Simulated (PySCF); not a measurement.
PySCF input (M06-2X/def2-TZVPD):

```python
from pyscf import gto, scf, dft

mol = gto.M(
    atom='''
    Si   -0.24479723   -0.16964960    0.01504643
    F    -1.51013434   -1.04655468    0.09282020
    Cl   -0.47769741    1.75848922   -0.03021888
    Cl    1.47877801   -1.06471942   -0.03131240
    ''',
    basis='def2-tzvpd',
    charge=1,
    spin=0,
    verbose=4,
)

mf = dft.RKS(mol, xc='m062x').density_fit(auxbasis='def2-universal-jkfit')
mf.grids.level = 4
mf.conv_tol = 1e-9
mf.max_cycle = 100
mf.max_memory = 1500
mf.kernel()
if not mf.converged:
    mf = mf.newton()
    mf.kernel(mf.make_rdm1())
mf.analyze()
```

End of the output:

```
Extra cycle  E= -1309.55848111583  delta_E= -9.09e-13  |g|= 2.08e-06  |ddm|= 4.3e-06
converged SCF energy = -1309.55848111583
**** SCF Summaries ****
Total Energy =                       -1309.558481115829863
Nuclear Repulsion Energy =             271.567679690655780
One-electron Energy =                -2338.230295290174581
Two-electron Energy =                  757.104134483689108
Two-electron Coulomb Energy =          844.797459600971592
DFT Exchange-Correlation Energy =      -87.693325117282512
HOMO-LUMO gap [eV] =                    10.092231521143896
**** MO energy ****
MO #1   energy= -102.917835116757  occ= 2
MO #2   energy= -102.917829739476  occ= 2
MO #3   energy= -67.4088332782987  occ= 2
MO #4   energy= -25.5188894860438  occ= 2
MO #5   energy= -10.0805375158237  occ= 2
MO #6   energy= -10.0805357623369  occ= 2
MO #7   energy= -7.80123074287125  occ= 2
MO #8   energy= -7.80122436803342  occ= 2
MO #9   energy= -7.79794474406158  occ= 2
MO #10  energy= -7.79794282556582  occ= 2
MO #11  energy= -7.79710222819659  occ= 2
MO #12  energy= -7.79709927762566  occ= 2
MO #13  energy= -5.93630803031859  occ= 2
MO #14  energy= -4.25097738699519  occ= 2
MO #15  energy= -4.2459498761818   occ= 2
MO #16  energy= -4.24577841898936  occ= 2
MO #17  energy= -1.61714905826852  occ= 2
MO #18  energy= -1.21644906411363  occ= 2
MO #19  energy= -1.19173075741616  occ= 2
MO #20  energy= -0.900446145122473 occ= 2
MO #21  energy= -0.820515842621944 occ= 2
MO #22  energy= -0.814727322081789 occ= 2
MO #23  energy= -0.797411682836475 occ= 2
MO #24  energy= -0.728868392275578 occ= 2
MO #25  energy= -0.684782775426815 occ= 2
MO #26  energy= -0.677376856536631 occ= 2
MO #27  energy= -0.657562595797521 occ= 2
MO #28  energy= -0.646881488068522 occ= 2
MO #29  energy= -0.275998817346559 occ= 0
MO #30  energy= -0.271121457231015 occ= 0
MO #31  energy= -0.153174527554905 occ= 0
MO #32  energy= -0.133403939834484 occ= 0
MO #33  energy= -0.111748007734461 occ= 0
MO #34  energy= -0.102605578128831 occ= 0
MO #35  energy= -0.0961306552977554 occ= 0
MO #36  energy= -0.0883459972043701 occ= 0
MO #37  energy= -0.0761475160549959 occ= 0
MO #38  energy= -0.0747149063944533 occ= 0
MO #39  energy= -0.066156820797664 occ= 0
MO #40  energy= -0.0600741736881694 occ= 0
MO #41  energy= -0.0576351349796585 occ= 0
MO #42  energy= -0.054612782184094 occ= 0
MO #43  energy= -0.0215869678193119 occ= 0
MO #44  energy= -0.0189204637148124 occ= 0
MO #45  energy= -0.00153029553523637 occ= 0
MO #46  energy= 0.00930503133114727 occ= 0
MO #47  energy= 0.0359358974751012 occ= 0
MO #48  energy= 0.0490423969368003 occ= 0
MO #49  energy= 0.0529515682328544 occ= 0
MO #50  energy= 0.055856823412175  occ= 0
MO #51  energy= 0.0694478744703466 occ= 0
MO #52  energy= 0.0714373311410599 occ= 0
MO #53  energy= 0.0754760928907346 occ= 0
MO #54  energy= 0.0905654591628859 occ= 0
MO #55  energy= 0.0926466267190764 occ= 0
MO #56  energy= 0.106608175722569  occ= 0
MO #57  energy= 0.106620080597443  occ= 0
MO #58  energy= 0.126175574428832  occ= 0
MO #59  energy= 0.127437195323438  occ= 0
MO #60  energy= 0.17186758675299   occ= 0
MO #61  energy= 0.17955880056396   occ= 0
MO #62  energy= 0.182249770227003  occ= 0
MO #63  energy= 0.184898704801494  occ= 0
MO #64  energy= 0.218816643538874  occ= 0
MO #65  energy= 0.249483860177649  occ= 0
MO #66  energy= 0.254957723316318  occ= 0
MO #67  energy= 0.280203374309174  occ= 0
MO #68  energy= 0.286688770492481  occ= 0
MO #69  energy= 0.343557529288681  occ= 0
MO #70  energy= 0.353909544746031  occ= 0
MO #71  energy= 0.395181407382083  occ= 0
MO #72  energy= 0.407463160471769  occ= 0
MO #73  energy= 0.412778287328112  occ= 0
MO #74  energy= 0.414122010199599  occ= 0
MO #75  energy= 0.414293426961077  occ= 0
MO #76  energy= 0.423368064826508  occ= 0
MO #77  energy= 0.458605435602911  occ= 0
MO #78  energy= 0.465707727551919  occ= 0
MO #79  energy= 0.471846359507498  occ= 0
MO #80  energy= 0.477024653008221  occ= 0
MO #81  energy= 0.479018900367486  occ= 0
MO #82  energy= 0.494324606661702  occ= 0
MO #83  energy= 0.525780392881596  occ= 0
MO #84  energy= 0.532579045353684  occ= 0
MO #85  energy= 0.544076818750088  occ= 0
MO #86  energy= 0.56488303567555   occ= 0
MO #87  energy= 0.568463086697424  occ= 0
MO #88  energy= 0.573282717797682  occ= 0
MO #89  energy= 0.61863766489077   occ= 0
MO #90  energy= 0.690004905973645  occ= 0
MO #91  energy= 0.732848401611696  occ= 0
MO #92  energy= 0.816761911434684  occ= 0
MO #93  energy= 0.818078269227197  occ= 0
MO #94  energy= 0.858312526550651  occ= 0
MO #95  energy= 0.870263346304189  occ= 0
MO #96  energy= 0.870812759284844  occ= 0
MO #97  energy= 0.918676860375076  occ= 0
MO #98  energy= 0.940461089972472  occ= 0
MO #99  energy= 0.975457282231825  occ= 0
MO #100 energy= 1.02165630728647   occ= 0
MO #101 energy= 1.02968111423764   occ= 0
MO #102 energy= 1.04435888207158   occ= 0
MO #103 energy= 1.04653721797407   occ= 0
MO #104 energy= 1.06671487522239   occ= 0
MO #105 energy= 1.09208454919926   occ= 0
MO #106 energy= 1.1130497026328    occ= 0
MO #107 energy= 1.218100145305     occ= 0
[...]
```
